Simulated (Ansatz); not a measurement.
Isomers of Li₄H₄ (singlet), relaxed with r2SCAN-D4/def2-TZVP; total energies from Ansatz at CCSD(T)/def2-TZVPP.

```tsv
isomer	description	energy (Eh)
A	point group Td; 12 × H–Li 1.83 Å	-32.45805
B	point group D4h; 8 × H–Li 1.70 Å	-32.44698
C	point group C2v; 3 × Li–Li 2.43 to 2.55 Å; 6 × H–Li 1.70 to 1.72 Å	-32.42343
```

Correlated methods freeze no core orbitals; core or outer-core shells of Li are correlated, in sets that lack core-valence functions.

The isomers come from a short search, and lower ones may exist.

Task: Work out the relative energies (1 Eh = 2625.5 kJ/mol) and the Boltzmann populations at 500 K from electronic energies alone (R = 8.314 J/mol/K).

Result: ΔE: A 0.0, B 29.1, C 90.9 kJ/mol. RT = 4.16 kJ/mol. Factors exp(−ΔE/RT): A 1, B 0.000916, C 3.24e-10; sum 1.001. Populations: A 99.9 %, B 0.1 %, C 0.0 %. Zero-point energy, vibrational entropy and symmetry numbers are left out and can shift these; an error of 4 kJ/mol changes a ratio by a factor of 2.6. Over the other density-functional and correlated levels in def2 sets, the gap between A and B ranges from 26 to 45 kJ/mol.
